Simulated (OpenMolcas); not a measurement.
**Pd III: effect of the basis set**

```yaml
Program: OpenMolcas 26.06
Method: CASSCF
Active_space: 8 electrons in 5 orbitals (4d)
State_averaging: 2S+1 = 3 even, 10 roots; 2S+1 = 1 even, 15 roots
Spin-orbit_coupling: RASSI with atomic mean-field integrals over the reference wave functions, term energies averaged over their components
```

A. ANO-R1 [6s4p3d1f], X2C, finite nucleus; cost of the order of 7 core-seconds
B. ANO-RCC-VDZP [6s5p3d1f], DKH2, point nucleus; cost of the order of 4 core-seconds
C. ANO-R2 [7s5p4d2f1g], X2C, finite nucleus; cost of the order of 5 core-seconds
D. ANO-RCC-VTZP [7s6p4d2f1g], DKH2, point nucleus; cost about 6 core-seconds
E. ANO-R3 [8s6p5d3f2g1h], X2C, finite nucleus; cost of the order of 8 core-seconds
F. ANO-RCC-VQZP [8s7p5d3f2g1h], DKH2, point nucleus; cost roughly 7 core-seconds

Energies in eV above 4d⁸ ³F₄, the measured ground level; measured values from Moore, Atomic Energy Levels, vol. III, NSRDS-NBS 35 (1971 reprint of NBS Circular 467, 1958).

```json
{"Level": "4d⁸ ³F₄", "A": "0.0000", "B": "0.0000", "C": "0.0000", "D": "0.0000", "E": "0.0000", "F": "0.0000", "Measured": "0.0000"}
{"Level": "4d⁸ ³F₃", "A": "0.4042", "B": "0.4116", "C": "0.3868", "D": "0.3867", "E": "0.3906", "F": "0.3887", "Measured": "0.4004"}
{"Level": "4d⁸ ³F₂", "A": "0.6160", "B": "0.6253", "C": "0.5960", "D": "0.5958", "E": "0.6006", "F": "0.5981", "Measured": "0.5812"}
{"Level": "4d⁸ ¹D₂ [51 %]", "A": "1.6435", "B": "1.6452", "C": "1.6716", "D": "1.6695", "E": "1.6696", "F": "1.6676", "Measured": ""}
{"Level": "4d⁸ ³P₁", "A": "2.1446", "B": "2.1515", "C": "2.1616", "D": "2.1593", "E": "2.1627", "F": "2.1592", "Measured": "1.6701"}
{"Level": "4d⁸ ³P₀", "A": "2.1835", "B": "2.1900", "C": "2.2025", "D": "2.2002", "E": "2.2032", "F": "2.1997", "Measured": "1.6985"}
{"Level": "4d⁸ ³P₂ [56 %]", "A": "2.1942", "B": "2.2042", "C": "2.2043", "D": "2.2020", "E": "2.2069", "F": "2.2027", "Measured": "1.8144"}
{"Level": "4d⁸ ¹G₄", "A": "2.6325", "B": "2.6373", "C": "2.6693", "D": "2.6662", "E": "2.6678", "F": "2.6640", "Measured": "2.2169"}
{"Level": "4d⁸ ¹S₀", "A": "6.1310", "B": "6.1344", "C": "6.2453", "D": "6.2378", "E": "6.2363", "F": "6.2287", "Measured": ""}
```

Deviations, from unrounded energies. A percentage is the sum of absolute deviations over the sum of measured energies, with the sign that they share, or ± where signs differ.

```json
{"Against measurement": "mean absolute deviation (cm-1)", "Levels": "6", "A": "2400", "B": "2500", "C": "2500", "D": "2500", "E": "2500", "F": "2500"}
{"Against measurement": "fine structure of the ground term (%)", "Levels": "2", "A": "+3.9", "B": "+5.6", "C": "±2.9", "D": "±2.9", "E": "±3.0", "F": "±2.9"}
{"Against measurement": "other terms of the ground configuration (%)", "Levels": "4", "A": "+23.7", "B": "+24.1", "C": "+24.8", "D": "+24.7", "E": "+24.9", "F": "+24.7"}
```

A, B, C, D, E, F lie about equally close to measurement. The largest miss of A in the table is 4d⁸ ³P₀, by +3900 cm-1. The ranking rests on the paired levels alone, and a cruder setting can come out closer through cancelling errors.

Among A to F the level of the table that moves most is 4d⁸ ¹S₀, by 920 cm-1 (lowest in A, highest in C).

Levels of configurations with an s electron are missing; early in the row they begin among the upper levels of the d shell and mix with terms of their name. Without dynamic correlation excited terms often stand tens of per cent too high (terms of higher spin than the ground term too low), and those without a measured partner can miss by more than the paired ones. Computed and measured levels are paired by configuration, term and J; levels that our copy of the source lacks, or whose pairing is in doubt (as where it misses far off the trend of its configuration), stay unpaired and out of the deviations. Only configurations of the active space appear.

A share in square brackets marks a mixed level and gives the weight of the term that names it, the lowest over the columns.
